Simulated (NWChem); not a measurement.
System: SiNH5; SMILES N[SiH3]

```xyz
7

Si    -0.0110     0.5555     0.0000
N     -0.0410    -1.1779     0.0000
H     -0.7214     1.0285    -1.2263
H     -0.7214     1.0285     1.2263
H      1.3450     1.2052     0.0000
H      0.2705    -1.6697    -0.8309
H      0.2705    -1.6697     0.8309
```
Atoms are numbered in this order, from 1.

Computed with NWChem. Geometry optimised at PBE0/def2-SVP; all other runs use it. 

```
quantity                                                                    level  value
-------------------------------------------------------  ------------------------  -----
vertical, lowest state with f > 0.02, singlet (eV)       CAM-B3LYP/def2-SVPD, TDA   7.73
isotropic polarisability (bohr³), static                      CAM-B3LYP/def2-SVPD      …
cavity-dispersion-structure term (kcal/mol) in n-hexane        PBE0/def2-SVP, SMD    0.4
−ε(HOMO) (eV)                                                  CAM-B3LYP/def2-SVP   8.61
dipole (D)                                                          PBE0/def2-SVP      …
highest harmonic frequency (cm⁻¹)                                   PBE0/def2-SVP      …
```

Complete the blanks.


- isotropic polarisability (bohr³), static, value: 38.3
- dipole (D), value: 1.44
- highest harmonic frequency (cm⁻¹), value: 3700
